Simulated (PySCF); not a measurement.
C₄H₁₂BNO₂Si.
Z-matrix (Å and degrees, PBE0-D3(BJ)/def2-SVP geometry), rows numbered from 1:
```
O 
B   1  1.3688
O   2  1.3580  1  117.41
C   2  1.5798  1  122.33  3  -178.83
C   4  1.5436  2  116.66  1   176.23
C   5  1.5454  4  104.98  2  -134.63
N   6  1.4536  5  106.00  4   -14.29
Si  7  1.7316  6  123.65  5  -116.42
C   7  1.4472  6  105.55  5    34.23
H   1  0.9608  2  113.31  3  -179.88
H   3  0.9642  2  111.33  1    -0.12
H   4  1.1060  2  107.61  1   -61.49
H   5  1.0998  4  110.66  2   105.07
H   5  1.0992  4  111.70  2   -13.92
H   6  1.1010  5  113.22  4  -136.75
H   6  1.1069  5  109.69  4   104.15
H   8  1.4946  7  108.24  6  -166.48
H   8  1.4934  7  108.37  6   -46.60
H   8  1.5066  7  115.56  6    73.67
H   9  1.1094  4  110.38  2    39.17
H   9  1.1024  4  113.50  2   -80.56
```

Computed with PySCF at PBE0/pcSseg-1, non-relativistic, on one gas-phase PBE0-D3(BJ)/def2-SVP geometry that isn't relaxed in the solvent. The solvent is an IEF-PCM continuum (van der Waals radii × 1.2). Specific hydrogen bonds and non-electrostatic terms are outside this model.

Gas phase at PBE0/pcSseg-1: HOMO -6.35 eV, LUMO 0.49 eV, dipole 1.22 D.

Task: What does the continuum do to the energy, the frontier levels and the dipole at PBE0/pcSseg-1 in chloroform and methanol?

Result: 
| solvent | ε | E(solvent) − E(gas) (kJ/mol) | polarisation term (kJ/mol) | distortion of the solute (kJ/mol) | HOMO (eV) | LUMO (eV) | dipole (D) |
| --- | --- | --- | --- | --- | --- | --- | --- |
| chloroform | 4.711 | -21.56 | -23.02 | 1.46 | -6.30 | 0.66 | 1.51 |
| methanol | 32.61 | -30.26 | -33.36 | 3.10 | -6.29 | 0.70 | 1.67 |

Polarisation term: ½ Σ q·V over the induced surface charges. Distortion: the rise of the solute's own energy as its density leaves the gas-phase optimum. From chloroform to methanol the lowering changes by a factor 1.40, Onsager's factor (ε − 1)/(2ε + 1) by 1.34 and ε itself by 6.9.

Task: Which radius a makes the point-dipole formula ΔE = −[(ε − 1)/(2ε + 1)]·μ²/a³ give the value in methanol, with the gas-phase dipole?

Result: μ = 0.481 au and |ΔE| = 0.01152 Eh give a = 1.12 Å; the farthest nucleus lies 4.11 Å from the centroid of the nuclei, so such a sphere wouldn't even hold the nuclei. The formula assumes a rigid point dipole at the centre of a sphere.

Task: Which Hirshfeld charges (PBE0/pcSseg-1) respond most in chloroform (means over atoms taken as equivalent)?

Result: 
```
      atoms             environment  gas (e)  solvent (e)  change
    H10/H11       hydroxyl hydrogen   +0.178       +0.186  +0.008
      O1/O3      boron-bound oxygen   -0.256       -0.264  -0.008
        H21      methylene hydrogen   +0.040       +0.046  +0.006
        H14      methylene hydrogen   +0.033       +0.029  -0.004
        H12        methine hydrogen   +0.033       +0.036  +0.003
         N7  silicon-bound nitrogen   -0.181       -0.184  -0.003
        H15      methylene hydrogen   +0.043       +0.045  +0.002
H17/H18/H19           Si–H hydrogen   -0.086       -0.088  -0.002
```

Task: Which Mayer bond orders change most in chloroform?

Result: 
```tsv
bond	length (Å)	gas	solvent	change
O1–H10	0.961	0.936	0.926	-0.010
O3–H11	0.964	0.925	0.915	-0.010
N7–Si8	1.732	0.971	0.979	+0.008
N7–C9	1.447	0.961	0.953	-0.008
O1–B2	1.369	1.205	1.212	+0.007
B2–C4	1.580	0.897	0.901	+0.004
C6–N7	1.454	0.944	0.940	-0.004
C9–C4	1.547	0.996	0.999	+0.003
```
